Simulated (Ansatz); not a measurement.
Two members of one family (Series BiH2X), computed with Ansatz in the gas phase; def2 core potentials for Bi, no spin–orbit coupling. The two geometries come from different levels. Binding counts from free atoms in the multiplicity of their measured ground term, without zero-point energy. A dash marks a value that wasn't run or was left out as unsound. The structures are stationary points that may keep the symmetry of their start.

First: BiH2Me (singlet, charge 0, PBE-D4/def2-TZVP geometry).

```xyz
7

Bi    0.402    0.057   -1.423
H     1.836    0.921   -0.733
H     1.173   -1.532   -1.022
C    -0.718    0.128    0.568
H    -1.058    1.157    0.732
H    -0.053   -0.186    1.378
H    -1.581   -0.545    0.500
```

| level | HOMO (eV) | LUMO (eV) | gap (eV) | vertical IE (eV) | vertical triplet (eV) | binding per atom (eV) |
| --- | --- | --- | --- | --- | --- | --- |
| PBE-D4/def2-SVP | -6.14 | -0.76 | 5.38 | – | – | 2.99 |
| BLYP-D4/def2-TZVP | -6.11 | -1.00 | 5.11 | – | – | 3.00 |
| r2SCAN-D4/def2-TZVP | -6.46 | -0.72 | 5.74 | 9.29 | 4.74 | 2.95 |
| PBE0-D4/def2-SVP | -7.15 | -0.02 | 7.14 | – | – | 2.93 |
| PBE0-D4/def2-TZVP | -7.22 | -0.31 | 6.91 | 9.33 | 4.78 | 2.94 |

Second: BiH2(CF3) (singlet, charge 0, r2SCAN-D4/def2-SVP geometry).

```xyz
7

Bi   -1.408   -0.441   -0.588
H    -0.709   -2.062   -0.238
H    -1.860   -0.265    1.143
C     0.667    0.528   -0.134
F     1.214    0.137    1.024
F     0.555    1.871   -0.094
F     1.541    0.231   -1.114
```

Problem. What does the change do? Estimate second minus first.

Solution. 
| level | Δ HOMO (eV) | Δ LUMO (eV) | Δ gap (eV) | Δ vertical IE (eV) | Δ vertical triplet (eV) | Δ binding per atom (eV) |
| --- | --- | --- | --- | --- | --- | --- |
| PBE-D4/def2-SVP | -0.55 | -0.90 | -0.35 | – | – | 0.44 |
| BLYP-D4/def2-TZVP | -0.69 | -0.88 | -0.19 | – | – | 0.28 |
| r2SCAN-D4/def2-TZVP | -0.72 | -0.99 | -0.27 | 0.74 | -0.29 | 0.26 |
| PBE0-D4/def2-SVP | -0.78 | -0.98 | -0.20 | – | – | 0.29 |
| PBE0-D4/def2-TZVP | -0.83 | -0.89 | -0.05 | 0.84 | -0.24 | 0.25 |
